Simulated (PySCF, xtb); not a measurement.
F2Zn, SMILES [Zn]([F])[F] (connectivity only; charge and spin as stated), charge -1, multiplicity 2.

Harmonic wavenumbers (cm⁻¹) from GFN2-xTB in xtb 6.7.1 at its own minimum, in rising order: 122, 246, 282.

### Question
What does PySCF 2.14.0 with r2SCAN-D4/def2-SVPD give at its own minimum? (The exact figures need the calculation; the answer reports its results.)

### Answer
154, 480, 500. Paired by order, the mean absolute difference is 161 cm⁻¹ and the zero-point energies are 0.9 and 1.6 kcal/mol.
